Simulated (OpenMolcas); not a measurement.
**3d5 along the 23-electron sequence**

```yaml
Program: OpenMolcas
Method: CASSCF
Basis: ANO-RCC-VTZP
Scalar_Hamiltonian: DKH2, point nucleus
Spin-orbit_coupling: state interaction with AMFI integrals over the reference wave functions, term energies averaged over their components
```

Active space for each ion: 5 electrons in 5 orbitals (3d).

Computed levels in cm-1 above 6S 5/2:

```json
{"Level": "4G 5/2", "Cr+": "26124", "Mn2+": "32176", "Fe3+": "37183", "Co4+": "42457", "Ni5+": "46851", "Cu6+": "51243"}
{"Level": "4G 7/2", "Cr+": "26131", "Mn2+": "32189", "Fe3+": "37208", "Co4+": "42504", "Ni5+": "46920", "Cu6+": "51352"}
{"Level": "4G 11/2", "Cr+": "26132", "Mn2+": "32193", "Fe3+": "37214", "Co4+": "42516", "Ni5+": "46938", "Cu6+": "51381"}
{"Level": "4G 9/2", "Cr+": "26135", "Mn2+": "32197", "Fe3+": "37223", "Co4+": "42531", "Ni5+": "46961", "Cu6+": "51417"}
{"Level": "4P 5/2", "Cr+": "29993", "Mn2+": "37013", "Fe3+": "42765", "Co4+": "48768", "Ni5+": "53779", "Cu6+": "58674"}
{"Level": "4P 3/2", "Cr+": "30012", "Mn2+": "37051", "Fe3+": "42836", "Co4+": "48898", "Ni5+": "53969", "Cu6+": "58965"}
{"Level": "4P 1/2", "Cr+": "30033", "Mn2+": "37094", "Fe3+": "42921", "Co4+": "49054", "Ni5+": "54201", "Cu6+": "59320"}
{"Level": "4D 7/2", "Cr+": "32501", "Mn2+": "40009", "Fe3+": "46226", "Co4+": "52762", "Ni5+": "58213", "Cu6+": "63680"}
{"Level": "4D 1/2", "Cr+": "32522", "Mn2+": "40051", "Fe3+": "46307", "Co4+": "52911", "Ni5+": "58436", "Cu6+": "64032"}
{"Level": "weight of 6S in the lowest level (%)", "Cr+": "100", "Mn2+": "100", "Fe3+": "100", "Co4+": "100", "Ni5+": "100", "Cu6+": "100"}
```

Measured, with the error of the calculation in %. Measured levels: Cr+ from NIST Handbook of Basic Atomic Spectroscopic Data; Mn2+ from Corliss and Sugar, J. Phys. Chem. Ref. Data 6, 1253 (1977); Fe3+ from Corliss and Sugar, J. Phys. Chem. Ref. Data 11, 135 (1982); Co4+ from Sugar and Corliss, J. Phys. Chem. Ref. Data 10, 1097 (1981); Ni5+ from Corliss and Sugar, J. Phys. Chem. Ref. Data 10, 197 (1981); Cu6+ from the list in Gamrath, thesis, University of Mons (2023).

| Level | Cr+ | Mn2+ | Fe3+ | Co4+ | Ni5+ | Cu6+ |
| --- | --- | --- | --- | --- | --- | --- |
| 4G 5/2 | 20512 (+27.4) | 26858 (+19.8) |  |  |  |  |
| 4G 7/2 | 20518 (+27.4) | 26860 (+19.8) |  |  |  |  |
| 4G 11/2 | 20512 (+27.4) | 26824 (+20.0) | 32246 (+15.4) | 37218 (+14.2) | 41921 (+12.0) |  |
| 4G 9/2 | 20519 (+27.4) | 26851 (+19.9) |  |  |  |  |
| 4P 5/2 | 21823 (+37.4) | 29168 (+26.9) | 35254 (+21.3) | 40753 (+19.7) | 45884 (+17.2) | 50732 (+15.7) |
| 4P 3/2 | 21824 (+37.5) |  | 35333 (+21.2) | 40891 (+19.6) | 46104 (+17.1) | 51067 (+15.5) |
| 4P 1/2 | 21824 (+37.6) |  | 35407 (+21.2) | 41024 (+19.6) | 46325 (+17.0) | 51407 (+15.4) |
| 4D 7/2 |  | 32307 (+23.8) | 38779 (+19.2) | 44709 (+18.0) | 50331 (+15.7) | 55742 (+14.2) |
| 4D 1/2 |  | 32369 (+23.7) | 38897 (+19.1) | 44908 (+17.8) |  | 56210 (+13.9) |

4G 5/2 changes by a factor of 1.96 over the same range, with steps per unit of Z of +6050, +5010, +5270, +4390, +4390 cm-1.

Without dynamic correlation excited terms often stand tens of per cent too high (terms of higher spin than the ground term too low), and those without a measured partner can miss by more than the paired ones. Some high roots are left out of the spin-orbit mixing, which shifts the levels that they would mix with (holds for Cr+). Measured partners are found by configuration, term and J. A level has none where our copy of the source lacks it or the pairing is in doubt (some pairs that miss far off the trend of their configuration count as doubtful), and it then counts in no deviation. Levels of configurations outside the active space are missing.
